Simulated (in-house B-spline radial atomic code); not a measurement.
Multiplet parameters of the 3d8 shell in the nickel ion Ni²⁺ ([Ar] 3d8). Computed with a B-spline radial code for spherical atoms: non-relativistic Hartree-Fock, average of configuration, point nucleus.

Slater integrals: F^2 = 99173 cm⁻¹, F^4 = 61607 cm⁻¹. Central-field spin-orbit parameter ζ(3d) = 763 cm⁻¹ (bare central field on non-relativistic orbitals, without two-electron terms: too large for light atoms, too small for heavy ones).

(1) What are Racah's B and C?

(2) Where do the terms lie in LS coupling, without spin-orbit interaction?

(3) How far can these numbers be trusted?

Results:

(1) B = F^2/49 - 5F^4/441 = 1325 cm⁻¹, C = 35F^4/441 = 4889 cm⁻¹, C/B = 3.69.

(2) In cm⁻¹ above the Hund's-rule term:
| term | expression | energy |
| --- | --- | --- |
| 3F | 0B + 0C | 0 |
| 1D | 5B + 2C | 16406 |
| 3P | 15B + 0C | 19882 |
| 1G | 12B + 2C | 25684 |
| 1S | 22B + 7C | 63386 |

(3) Unscaled Hartree-Fock integrals overestimate measured term splittings, because correlation screens the repulsion; fits to spectra scale them down, most for low charges. Here ζ is 0.58 times B, so LS coupling is a fair start, though levels of equal J in close terms still mix.
